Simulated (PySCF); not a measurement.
CH3FZn, SMILES [F][Zn][CH3].

Coordinates come from a PBE0-D3(BJ)/def2-TZVP optimisation.

These are HF/def2-TZVPD (PySCF) values and carry that method's errors.

Computed frontier levels, gap, dipole moment and polarisability:
The highest occupied level comes out as -11.40 eV and the lowest empty level comes out as 1.05 eV. The orbital gap is 12.46 eV and the dipole moment is 0.570 e·Å. The quadrupole, principal values (traceless, Buckingham form, about the centre of nuclear charge) comes out as -12.65, 6.32, 6.32 D·Å and the mean static polarisability is 32.2 bohr³ (4.77 Å³). The polarisability, principal values is 28.5, 28.5, 39.7 bohr³.
